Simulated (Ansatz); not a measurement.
ClH5NSi2 can be A, `N[Si]([SiH3])Cl`•, or B, `[SiH2]N[SiH2]Cl`•.

Calculated with Ansatz (gas phase, PBE0-D4/def2-TZVP geometries, no zero-point term in ΔE). CCSD(T)/CBS adds triple-zeta CCSD(T) − MP2 to the extrapolated MP2 energy (def2 sets, frozen cores). DFT in def2-TZVPP. B3LYP here is the variant with VWN-RPA as its local correlation; programs differ in this. No spin–orbit coupling; open shells (•) take unrestricted orbitals. Each species was taken in one conformer, which may not be the lowest.

Task: Which is lower in electronic energy at CCSD(T)/CBS, and by how much? (Estimate.)

Result: Computed: B, by 47.6 kJ/mol.

Task: Give E(B) − E(A) in kJ/mol with BLYP-D4, HF/def2-TZVPP, PBE-D4, LDA (SPW92), B3LYP-D4, CCSD/def2-TZVPP, B3LYP. (Estimate.)

Result: Ansatz gave: BLYP-D4 -34.9, HF/def2-TZVPP -67.5, PBE-D4 -23.3, LDA (SPW92) -25.7, B3LYP-D4 -41.1, CCSD/def2-TZVPP -52.8, B3LYP -40.4. None reverses the order clearly.

Task: Does the order hold for the free energy at 298.15 K (harmonic terms from PBE0-D4)? (Estimate.)

Result: Computed: Yes: G(B) − G(A) = -49.6 kJ/mol, for one conformer each. Modes under 60 cm⁻¹, often nearly free rotors, make the harmonic entropy too high.

Largest T1 diagnostic: 0.015.

In def2-TZVPP, CCSD(T) changes the Hartree–Fock value by +17.1 kJ/mol (the triples alone add +2.4 kJ/mol) and MP2 by +7.9 kJ/mol. At CCSD(T), def2-SVP lies −6.1 kJ/mol from the extrapolated value and def2-TZVPP −2.8 kJ/mol.
